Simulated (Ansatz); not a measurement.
Geometry optimisation, RKS PBE0-D4/def2-SVP in Ansatz.

input.yaml

```yaml
crystal:
  periodic: [false, false, false]
  atoms:
    - { symbol: B, position_ang: [0.0, 0.0, 0.0] }
    - { symbol: Cl, position_ang: [0.0, 0.0, 2.21] }
    - { symbol: H, position_ang: [1.0305, 0.0, -0.595] }
    - { symbol: Cl, position_ang: [-1.6108, 0.0, -0.93] }
    - { symbol: O, position_ang: [-0.219, -1.6079, 0.5392] }
    - { symbol: C, position_ang: [-0.7634, -2.6617, -0.2415] }
    - { symbol: H, position_ang: [-0.1565, -3.5801, -0.099] }
    - { symbol: H, position_ang: [-1.8088, -2.8567, 0.0767] }
    - { symbol: H, position_ang: [-0.7512, -2.3734, -1.3133] }
    - { symbol: H, position_ang: [-0.1624, -1.1927, 1.6085] }
basis:
  gaussian: { orbitals: def2-SVP }
hamiltonian:
  xc: pbe0
  dispersion: d4
relax:
  f_tol: 0.15
  max_steps: 25
  restrain:
    - { distance: [0, 4], at: 1.41, k: 30.0 }
    - { distance: [9, 1], at: 1.37, k: 30.0 }
    - { distance: [0, 1], at: 3.06, k: 30.0 }
    - { distance: [9, 4], at: 2.21, k: 30.0 }
```

Launched with:

```bash
$ ansatz run input.yaml --threads 2 --pin off --max-ram 3072MiB --backend cpu --events-out ev --progress --plain --runs-dir out
```

Task: Where does it end, and by what steps?

Result: The forces met the threshold. The restraints hold the end off the free minimum; the threshold counts their pulls, which the force column leaves out. Restrained pairs: B1–O5 (1.71 → 1.37 Å), Cl2–H10 (1.35 → 1.33 Å), B1–Cl2 (2.21 → 3.07 Å), O5–H10 (1.15 → 2.21 Å). After 11 steps the energy has fallen by 2.673 eV (the restraints' own energy left out); O5 moved furthest, 0.78 Å.

| step | energy less start (eV) | largest force component (eV/Å) | accepted |
| --- | --- | --- | --- |
| 0 | 0.0000 | 5.058 | yes |
| 1 | -0.6594 | 5.353 | yes |
| 2 | -1.3135 | 4.575 | yes |
| 3 | -1.9158 | 2.085 | yes |
| 4 | -2.3802 | 1.859 | yes |
| 5 | -2.5305 | 1.518 | yes |
| 6 | -2.5468 | 1.947 | yes |
| 7 | -2.6503 | 1.188 | yes |
| 8 | -2.6644 | 1.135 | yes |
| 9 | -2.6201 | 1.260 | no |
| 10 | -2.6578 | 1.089 | yes |
| 11 | -2.6725 | 1.105 | yes |

```xyz
10
Properties=species:S:1:pos:R:3
B 0.026 -0.373 -0.444
Cl -0.529 -0.154 2.564
H 0.929 0.392 -0.251
Cl -1.449 0.175 -1.233
O 0.209 -1.693 -0.113
C -0.780 -2.686 -0.288
H -0.301 -3.665 -0.153
H -1.580 -2.568 0.461
H -1.230 -2.634 -1.290
H 0.264 -1.065 2.003
```

Time of the run: 18 s on 2 threads of Intel(R) Xeon(R) 6975P-C (Granite Rapids), on a shared host, peak memory 0.24 GiB.
